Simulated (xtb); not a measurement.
Input file for xtb: GFN1-xTB on F2GeH3N (SMILES [NH2][GeH]([F])[F]), a point of a torsion scan.

```
$ xtb mol.xyz --gfn 1 --sp --chrg 0 --uhf 0
7

N      1.13831544    -0.10816934    -0.19507850
Ge    -0.63793523    -0.03052961    -0.01563868
F     -1.10558163     1.27915984     1.03033978
F     -1.11362088    -1.45227589     0.83950452
H      1.66088599     0.75253393    -0.12758285
H      1.61007632    -0.83838301     0.32044335
H     -1.49829976     0.07905281    -1.21750642
```

Give the final energy of this run.

-16.8215 hartree.
